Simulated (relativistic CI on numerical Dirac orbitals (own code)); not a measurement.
**Os9+: sensitivity of the levels to the model**

Base calculation: Dirac-Coulomb-Breit CI, KLI orbitals optimised for each configuration, model QED (radiative potential, 1s self-energy scaled to tabulated hydrogen-like ionisation energies), unscaled Slater integrals.

Configurations in the expansion (outside the closed core [Kr] 4d10): 4f14 5s2 5p5, 4f13 5s2 5p6, 4f14 5s 5p6, 4f14 5s2 5p4 5d, 4f14 5s 5p5 5d, 4f14 5s2 5p4 5f, 4f13 5s2 5p5 5d, 4f14 5s2 5p4 6s, 4f14 5s2 5p4 5g, 4f14 5s 5p5 5f, 4f14 5p5 5d2, 4f13 5p6 5d2, 4f14 5p4 5d3, 4f14 5p4 5d2 5f, 4f13 5p5 5d3. Double excitations out of closed p, d and f shells are left out; levels of such configurations are missing from the list, as are those of other unlisted configurations, and high levels can miss mixing partners. Some configurations lack a partner that the ground configuration has and come out too high, among them 4f14 5s2 5p4 6s, 4f14 5s2 5p4 5g.

Variants: (1) one mean potential for all configurations. Shifts of the energy above 4f14 5s2 5p5 2P°_3/2, in cm⁻¹, for the lowest level and the first level of each name with at least 55 % of one term (blank where a level changes its place among those of its configuration and J or its character, or is not in the variant):

```csv
Level,Base,Δ(1)
4f14 5s2 5p5 2P°_3/2,0,0
4f14 5s2 5p5 2P°_1/2,113475,-1079
4f13 5s2 5p6 2F°_7/2,127199,+9205
4f13 5s2 5p6 2F°_5/2,148965,+9874
4f14 5s2 5p4 5d 4D_5/2,383686,-1353
4f14 5s2 5p4 5d 2P_1/2,390366,-1293
4f14 5s2 5p4 5d 4F_9/2,403006,-1394
4f14 5s2 5p4 5d 4D_1/2,481846,-1827
4f14 5s2 5p4 5d 2G_9/2,523892,-2717
4f13 5s2 5p5 5d 4G_5/2,530067,+13608
4f13 5s2 5p5 5d 4I_15/2,531560,+13118
4f13 5s2 5p5 5d 4F_9/2,531621,+12677
4f13 5s2 5p5 5d 4G_11/2,534638,+12926
4f13 5s2 5p5 5d 4H_13/2,535928,+13126
4f13 5s2 5p5 5d 2P_1/2,540491,+12565
```

At this charge transitions that keep the count of f electrons are usually good to a few per cent. Levels and lines within the n = 5 or 6 shells can be off by up to 10 % or somewhat more, and those that change n by about 2 %, since core polarisation is missing. Levels that differ in their count of f electrons can be misplaced by several ten thousand cm⁻¹, since the correlation energy of f electrons is missing or only estimated; rates across such gaps can be off by orders of magnitude.

Ionisation energy from one configuration of each of the two ions, the ground ones as tabulated or assumed: base 185.805 eV. The NIST ASD value (theoretical) is 190 ± 10 eV.

LS names give the leading component of a level, which can be under half, so a name can repeat, a term be missing and a line seem to break the LS rules.
